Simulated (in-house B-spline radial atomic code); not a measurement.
Successive ionisation energies of palladium; each step leads to the configuration of the next row (after the last: [Ar] 3d10 4s2 4p1/2(2)). Dirac energy differences include first-order Breit, QED and recoil terms. NIST's values go from ground level to ground level; the uncertainty of those that are theory runs from under 0.1 % in few-electron ions to several per cent in heavy many-electron ones. Computed with a radial B-spline atomic code at the basis-set limit: Dirac-Hartree-Fock, jj configuration that fills j = l - 1/2 first, finite nuclei.

A number in brackets counts the electrons of a j subshell.

```
  ion                    configuration  ionisation energy (eV)  tabulated value (eV)    tabulated kind  computed minus tabulated (eV)  highest orbital  largest mean radius (bohr)
   Pd                        [Kr] 4d10                     6.3              8.336839          measured                           -2.1            4d5/2                      1.5649
  Pd+           [Kr] 4d3/2(4) 4d5/2(5)                    18.4                 19.43    semi-empirical                           -1.0            4d5/2                      1.4501
 Pd2+           [Kr] 4d3/2(4) 4d5/2(4)                    32.1                 32.93    semi-empirical                           -0.8            4d5/2                      1.3695
 Pd3+           [Kr] 4d3/2(4) 4d5/2(3)                    47.2                    46  tabulated theory                            1.2            4d5/2                      1.3065
 Pd4+           [Kr] 4d3/2(4) 4d5/2(2)                    63.4                    61  tabulated theory                            2.4            4d5/2                      1.2544
 Pd5+           [Kr] 4d3/2(4) 4d5/2(1)                    80.7                  84.1  tabulated theory                           -3.4            4d5/2                      1.2099
 Pd6+                    [Kr] 4d3/2(4)                   100.4                   101  tabulated theory                           -0.6            4d3/2                      1.1602
 Pd7+                    [Kr] 4d3/2(3)                   119.5                   120  tabulated theory                           -0.5            4d3/2                      1.1258
 Pd8+                    [Kr] 4d3/2(2)                   139.4                   141  tabulated theory                           -1.6            4d3/2                       1.095
 Pd9+                    [Kr] 4d3/2(1)                   160.2                 159.9  tabulated theory                            0.3            4d3/2                      1.0667
Pd10+                [Ar] 3d10 4s2 4p6                   237.4                238.57    semi-empirical                           -1.2            4p3/2                     0.94605
Pd11+  [Ar] 3d10 4s2 4p1/2(2) 4p3/2(3)                   261.3                   260  tabulated theory                            1.3            4p3/2                     0.93097
Pd12+  [Ar] 3d10 4s2 4p1/2(2) 4p3/2(2)                   285.8                   286  tabulated theory                           -0.2            4p3/2                     0.91709
Pd13+  [Ar] 3d10 4s2 4p1/2(2) 4p3/2(1)                   310.9                   311  tabulated theory                           -0.1            4p3/2                      0.9038
```

(1) Where is the largest jump?

(2) How far is this level of theory from the measured and semi-empirical values?

Answers

(1) From Pd to Pd+, by a factor of 2.93 (6.2842 to 18.391 eV); the highest orbital goes from 4d5/2 to 4d5/2.

(2) Over those 4 rows the differences run from -2.05 to -0.785 eV (mean absolute value 1.3 eV). The calculation leaves out correlation and, in open shells, the multiplet splittings that an average leaves out.
